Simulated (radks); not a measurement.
Values are calculated unless marked as measured or tabulated.
Problem. Pd I, configuration [Kr] 4d9 5s1 (not the ground configuration). Code: a radial shooting solver on a logarithmic mesh with Libxc functionals. Model: scalar-relativistic Kohn-Sham, BLYP, spin-polarised, spherical densities, point nucleus; open shells are filled with parallel spins first (spin-orbit coupling, left out, can overturn this in heavy ions). Some entries of the table are withheld. Estimate them.

orbital,occ.,eigenvalue (hartree),<r> (bohr)
1s up,1,-888.3734,0.03185
1s down,1,-888.3727,0.03185
2s up,1,-129.8147,0.1383
2s down,1,-129.8087,0.1383
2p up,3,-116.4091,0.1206
2p down,3,-116.4044,0.1206
3s up,1,-23.49603,0.3794
3s down,1,-23.49245,0.3794
3p up,3,-19.09143,0.3788
3p down,3,-19.08743,0.3788
3d up,5,-12.09291,0.3577
3d down,5,-12.08715,0.3577
4s up,1,-3.26646,0.9443
4s down,1,-3.24129,0.9436
4p up,3,-2.00747,1.039
4p down,3,-1.98108,1.038
4d up,5,-0.25310,1.504
4d down,4,-0.22415,1.505
5s up,1,-0.17136,(1)
5s down,0,-0.14649,(2)

Solution. 
(1) 5s up <r> (bohr): 3.183
(2) 5s down <r> (bohr): 3.287
